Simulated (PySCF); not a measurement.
A side-by-side comparison of computed properties.

First species: C6H7OP.
Atom-mapped SMILES: `[cH:1]1[o:2][cH:3][c:4]([CH:5]2[CH2:6][CH2:7]2)[p:8]1` (hydrogens: H9 on C1; H10 on C3; H11 on C5; H12, H13 on C6; H14, H15 on C7)

Second species: C₅H₅FO₂.
SMILES: `COC1=C(F)C=CO1`

Levels: B3LYP/def2-SVPD for dipole moment, HOMO energy, LUMO energy, HOMO–LUMO gap, static isotropic polarisability and electronic spatial extent ⟨r²⟩ about the centre of nuclear charge; TDDFT B3LYP/def2-SVPD for lowest singlet excitation; TDA B3LYP/def2-SVPD for lowest triplet excitation (Tamm–Dancoff); GFN2-xTB for rotational constant A and rotational constant C. Geometries: GFN2-xTB. All species are isolated and taken at one optimised geometry, non-relativistic unless stated. Electronic properties by PySCF.

The conformers computed, where there is a choice (atom-mapped SMILES and torsion angles):
- `[cH:1]1[o:2][cH:3][c:4]([CH:5]2[CH2:6][CH2:7]2)[p:8]1`: C3–C4–C5–C6 146°
- `[CH3:1][O:2][c:3]1[o:4][cH:5][cH:6][c:7]1[F:8]`: C1–O2–C3–O4 0°

Values for the first species:

- Dipole moment: 1.29 D
- HOMO energy: -6.53 eV
- LUMO energy: -1.06 eV
- HOMO–LUMO gap: 5.47 eV
- Lowest singlet excitation: 4.92 eV
- Lowest triplet excitation (Tamm–Dancoff): 3.31 eV
- Static isotropic polarisability: 92.6 au
- Electronic spatial extent ⟨r²⟩ about the centre of nuclear charge: 1106 bohr²
- Rotational constant A: 4.087 GHz
- Rotational constant C: 1.070 GHz

(1) Estimate the same properties for the second species, and the change in each.

## Answers

(1) 
```csv
property,first,second,second less first
dipole moment,1.29 D,2.48 D,+1.19 D
HOMO energy,-6.53 eV,-5.83 eV,+0.70 eV
LUMO energy,-1.06 eV,0.06 eV,+1.12 eV
HOMO–LUMO gap,5.47 eV,5.89 eV,+0.42 eV
lowest singlet excitation,4.92 eV,5.30 eV,+0.38 eV
lowest triplet excitation (Tamm–Dancoff),3.31 eV,3.79 eV,+0.48 eV
static isotropic polarisability,92.6 au,65.8 au,-26.8 au
electronic spatial extent ⟨r²⟩ about the centre of nuclear charge,1106 bohr²,897 bohr²,-209 bohr²
rotational constant A,4.087 GHz,3.381 GHz,-0.706 GHz
rotational constant C,1.070 GHz,1.250 GHz,+0.180 GHz
```

On the first: The principal polarisabilities are 68.9, 94.1 and 114.8 au; their mean is the isotropic value. No computed singlet falls in the visible range (750 to 380 nm, 1.65 to 3.26 eV); S1 lies 1.66 eV above its blue end.

On the second: S1 lies 0.59 eV below the HOMO–LUMO gap; its leading configuration is HOMO→LUMO+1, weight 0.93. The dipole equals about 8.3 × 10⁻³⁰ C·m (1 D = 3.33564 × 10⁻³⁰ C·m).
